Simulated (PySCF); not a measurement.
Predicted microwave data (PBE0/pcSseg-1 in PySCF (dipole) on a GFN2-xTB geometry, gas phase) for one isomer of C6H10O3:

| Quantity | Value |
| --- | --- |
| Rotational constants | A = 3713, B = 973.8, C = 815.0 MHz |
| Dipole components | \|μa\| = 0.20 D, \|μb\| = 1.97 D, \|μc\| = 0.53 D |
| Inertial defect | -34.99 u·Å² |
| κ | -0.89 |

Question: Which candidate fits, each taken in the one conformer that was computed?
A. `[CH3:1][CH2:2][C@@H:3]1[O:4][C@@H:5]([O:6][CH3:7])[C:8]1=[O:9]` with C1–C2–C3–O4 178°, O4–C5–O6–C7 -72°
B. `[CH2:1]=[CH:2][O:3][C:4](=[O:5])[CH2:6][CH2:7][O:8][CH3:9]` with C1–C2–O3–C4 180°, C2–O3–C4–O5 0°, O3–C4–C6–C7 178°, C4–C6–C7–O8 179°, C6–C7–O8–C9 -179°
C. `[OH:1][CH2:2][C@@H:3]1[O:4][CH2:5][C:6]12[CH2:7][O:8][CH2:9]2` with H–O1–C2–C3 50°, O1–C2–C3–O4 -64°
D. `[CH2:1]=[C:2]([CH2:3][O:4][CH3:5])[O:6][C:7]([CH3:8])=[O:9]` with C1–C2–C3–O4 -138°, C2–C3–O4–C5 -166°, C1–C2–O6–C7 -143°, C2–O6–C7–C8 -168°

Answer: A. It is CC[C@@H]1O[C@@H](OC)C1=O, an asymmetric top, point group C1. The candidates at the same level (rigid rotor, commonest isotopes):

```tsv
SMILES	A (MHz)	B (MHz)	C (MHz)	μa (D)	μb (D)	μc (D)	Δ (u·Å²)	point group	rotor
OC[C@@H]1OCC12COC2	3066	1140	966.5	0.91	1.16	0.57	-85.38	C1	asymmetric top
CC[C@@H]1O[C@@H](OC)C1=O	3713	973.8	815.0	0.20	1.97	0.53	-34.99	C1	asymmetric top
C=COC(=O)CCOC	7180	565.9	529.8	0.21	0.40	0.04	-9.55	near Cs	near-prolate asymmetric top
C=C(COC)OC(C)=O	1875	1498	981.0	0.62	0.17	0.62	-91.80	C1	asymmetric top
```

`C=C(COC)OC(C)=O` has B 54 % too high; `OC[C@@H]1OCC12COC2` has C 19 % too high; `C=COC(=O)CCOC` has A 93 % too high. No structure here is proved a minimum.
